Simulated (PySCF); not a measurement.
## Correlation energy of V⁸⁺ (vanadium, charge +8)

Starting occupation: [Ne] 3s2 3p3, 3p1/2 with m_j = -1/2, +1/2, 3p3/2 with m_j = +3/2. Calculation: PySCF 2.14, in an uncontracted even-tempered set (20 s from 0.43 bohr⁻², ratio 2.4; 13 p from 0.56 bohr⁻², ratio 2.4; 5 d from 3.3 bohr⁻², ratio 2.6; 4 f from 4.9 bohr⁻², ratio 2.6); X2C-1e with screened-nucleus spin-orbit coupling, Gaussian nucleus. Frozen: 1s2; 13 electrons correlated; the 52 highest virtual spinors left out.

MP2 pair energies summed by pair of shells (mhartree):

```json
{"pair": "2p-2p", "energy": "-192.98", "share (%)": "42.9"}
{"pair": "3p-3s", "energy": "-69.24", "share (%)": "15.4"}
{"pair": "2p-2s", "energy": "-57.59", "share (%)": "12.8"}
{"pair": "2p-3p", "energy": "-46.22", "share (%)": "10.3"}
{"pair": "2p-3s", "energy": "-29.00", "share (%)": "6.4"}
{"pair": "3p-3p", "energy": "-21.46", "share (%)": "4.8"}
{"pair": "2s-2s", "energy": "-10.12", "share (%)": "2.2"}
{"pair": "3s-3s", "energy": "-9.99", "share (%)": "2.2"}
{"pair": "2s-3p", "energy": "-8.27", "share (%)": "1.8"}
{"pair": "2s-3s", "energy": "-5.14", "share (%)": "1.1"}
```

Total MP2 correlation energy: -450.00 mhartree.

The GHF reference relaxed away from the jj start to a determinant that is no pure jj level (⟨S²⟩ = 3.73, ⟨J²⟩ = 3.75); the energies belong to that determinant.
